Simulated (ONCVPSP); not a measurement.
# Ni (Z = 28), ONCV: configuration errors across variants

Ni (Z = 28), optimised norm-conserving Vanderbilt (ONCV), made with ONCVPSP 4.0.1 (PBE, scalar-relativistic). Core [Ne], reference 3s2 3p6 3d8 4s1 (charge +1). Waves: 3s+4s: rc 1.10 bohr, ncon 3, nbas 7, qcut 10.7 1/bohr, 2 projectors; 3p: rc 0.75 bohr, ncon 4, nbas 8, qcut 12.5 1/bohr, 1 projector; 3d: rc 1.05 bohr, ncon 4, nbas 9, qcut 15.7 1/bohr, 1 projector. Local part: polynomial inside 0.50 bohr (lpopt 2, dvloc0 3 Ha). Core correction: none.

All-electron excitation energies from the reference (eV): (1) 3s2 3p6 3d8 4s2 -9.323; (2) 3s2 3p6 3d8 4s0 17.351; (3) 3s2 3p6 3d7 4s0 54.817; (4) 3s2 3p6 3d8 4s1.5 -5.605.

1 further variants failed, have other tests or another functional or relativity, and are left out.

Errors AE − PS in meV (a dash: test not solved or not reliable):

```tsv
change	(1)	(2)	(3)	(4)	bound ghosts	GHOST(+) flags above zero
base	+1.3	-0.2	-6.3	+0.7	none	none
p: qcut 8.9	+1.3	-0.2	-6.1	+0.7	none	none
s: ncon 4, nbas 8	+1.3	-0.3	-6.2	+0.7	none	s
core correction Teter function, fcfact 5.25, rcfact 1.05	+1.2	-0.6	-6.3	+0.7	none	none
p: nproj 2	+1.3	-0.2	-6.9	+0.7	none	none
all radii scaled by about 1.24 (s 1.36, p 0.94, d 1.30 bohr); local potential polynomial inside 0.62 bohr (lpopt 2, dvloc0 3 Ha)	+1.6	+0.1	-7.8	+0.7	none	none
s: qcut 12.6; p: qcut 14.7; d: qcut 18.5	+1.1	-0.6	-5.4	+0.6	none	s
```

**Question.** Give the same row for: p: qcut 8.5.

**Answer.** +1.3, -0.2, -6.1, +0.7; bound ghosts: none; GHOST(+) flags above zero: none.
